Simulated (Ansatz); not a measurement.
One change: `[F][Ge]([F])([SeH])[SeH]` becomes `[F][GeH]([F])[SeH]`.

Ansatz, PBE0-D4/def2-TZVP geometries, multiplicity 1. Each molecule was computed in one conformer, which needn't be the lowest.

Scalar relativity is left out up to krypton. Spin–orbit coupling is left out; it splits and shifts lone-pair levels of the heavy atoms by tenths of an eV.

```tsv
property	`[F][Ge]([F])([SeH])[SeH]`
LUMO energy (ωB97M-V/def2-TZVPP) / eV	0.23
HOMO energy (PBE/def2-TZVPP) / eV	-6.70
size of the dipole moment (ωB97M-V/def2-TZVPP) / D	2.43
HOMO energy (B3LYP/def2-TZVPP) / eV	-7.66
zero-point energy (PBE0-D4/def2-TZVP) / kJ/mol	56.0
size of the dipole moment (B3LYP/def2-TZVPP) / D	2.46
```

**Question.** What does the change do to each property? (Best estimate.)

**Answer.** Ansatz gave: 
```csv
property,`[F][GeH]([F])[SeH]`,shift
LUMO energy (ωB97M-V/def2-TZVPP) / eV,0.99,0.76
HOMO energy (PBE/def2-TZVPP) / eV,-6.66,0.04
size of the dipole moment (ωB97M-V/def2-TZVPP) / D,2.77,0.34
HOMO energy (B3LYP/def2-TZVPP) / eV,-7.62,0.04
zero-point energy (PBE0-D4/def2-TZVP) / kJ/mol,54.7,-1.3
size of the dipole moment (B3LYP/def2-TZVPP) / D,2.77,0.31
```

With PBE0 the HOMO rises by 0.05 eV and the LUMO rises by 0.76 eV, so the gap widens by about 0.71 eV. PBE moves the HOMO by 0.04 eV and ωB97M-V by 0.03 eV. The zero-point energy changes by -1.3 kJ/mol with -3 modes. Dipoles are sizes alone; their direction can turn.

B3LYP here is the variant with VWN-RPA as its local correlation; programs differ in this.

Positive LUMOs are unbound, so they and the gaps depend on the basis.
